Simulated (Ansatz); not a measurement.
Consider the atomization: `C[O][GeH2][OH]` → C• + Ge• + 6 H• + 2 O•.

Program: Ansatz. Geometries: PBE0-D4/def2-TZVP. ΔE: electronic, gas phase. CBS: MP2 limit from def2 TZ/QZ plus the TZ coupled-cluster correction, frozen cores. This one scheme is used for every species, atoms too. Functionals use def2-TZVPP. Open shells (•) are unrestricted, without spin–orbit coupling. Spin–orbit coupling would lower the free atoms: a little for C, O; clearly for Ge. Bonds to Ge are less sure, by a few kJ/mol each and by 10 to 20 or more in all where they break to atoms, as the def2 sets lack core-valence functions. Scalar relativity is left out up to krypton. Each species was taken in one conformer, which may not be the lowest.

(1) What is ΔE at CCSD(T)/CBS? (An estimate is asked.)

(2) What do these levels give: revPBE-D4, BLYP-D4, PBE0-D4, r2SCANh, CCSD/def2-SVP, HF/CBS(def2)? (Estimate.)

Largest T1 diagnostic among the species: 0.012.

## Answers

(1) The calculation gave: +831.1 kcal/mol.

(2) Ansatz gave: revPBE-D4 813.5, BLYP-D4 822.5, PBE0-D4 818.2, r2SCANh 819.4, CCSD/def2-SVP 769.0, HF/CBS(def2) 583.5 kcal/mol.

From PBE to PBE0 (25 % exact exchange), in def2-TZVPP and without D4, ΔE moves by −16.9 kcal/mol: exact exchange takes away binding that semilocal exchange gives to molecules. At CCSD(T), def2-SVP lies −54.6 kcal/mol from the extrapolated value and def2-TZVPP −20.0 kcal/mol: correlation converges slowly with the basis, and small sets miss more of it in the bonded molecule than in its fragments.

For atomizations the MP2-based limit and the directly extrapolated one differ by several kJ/mol either way, and by 10 to 25 for some Ge, Se and Sn compounds, so smaller differences from it don't rank the levels.
